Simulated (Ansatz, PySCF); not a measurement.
C₃H₁₄Si₃. Atoms are numbered in the order given.

```xyz
20

C     -0.8475    -1.7399     0.9629
C      0.1308    -0.8768     0.1654
C      1.5390    -0.9211     0.7762
Si     2.9278    -0.0408    -0.1594
Si    -0.5301     0.9006    -0.0357
Si    -2.7695     0.8854    -0.7373
H     -0.9959    -1.3436     1.9811
H     -1.8378    -1.8007     0.4834
H     -0.4672    -2.7700     1.0658
H      0.1844    -1.2756    -0.8654
H      1.8551    -1.9764     0.8804
H      1.5213    -0.5189     1.8057
H      2.8736    -0.3857    -1.6148
H      4.2458    -0.4848     0.3908
H      2.8412     1.4450    -0.0221
H     -0.4210     1.6315     1.2693
H      0.2833     1.6464    -1.0485
H     -3.6689     0.3854     0.3493
H     -2.9250    -0.0177    -1.9219
H     -3.2166     2.2587    -1.1262
```
Charge 0, spin multiplicity 1.

The structure is a stationary point at PBE0-D3(BJ)/def2-SVP. The structure was generated by enumeration; whether it is a known compound was not checked. The values are those of a single conformer.

Vertical ionisation energy (IE) and electron affinity (EA) in eV. Rows of orbital energies are one-electron estimates. Where ΔSCF, EOM or ADC give a negative EA the extra electron is unbound and the value depends on the basis.

| level | IE | EA |
|---|---|---|
| −ε(HOMO), −ε(LUMO), PBE0/def2-TZVP (PySCF) | 7.94 | -0.05 |
| −ε(HOMO), −ε(LUMO), PBE/def2-TZVP (PySCF) | 6.81 | 0.78 |
| ΔSCF, PBE0/def2-SVPD (Ansatz), final states of multiplicity 2 and 2 | 9.63 | -1.30 |
| ΔSCF, PBE/def2-SVPD (Ansatz), final states of multiplicity 2 and 2 | 9.29 | -1.04 |

What vertical singlet–triplet gap does ΔSCF give with PBE0/def2-SVPD (Ansatz, a first-principles code) and with PBE/def2-SVPD (Ansatz)? (The exact figures need the calculation; the answer reports its results.)

6.15 and 5.85 eV (triplet above singlet where positive).
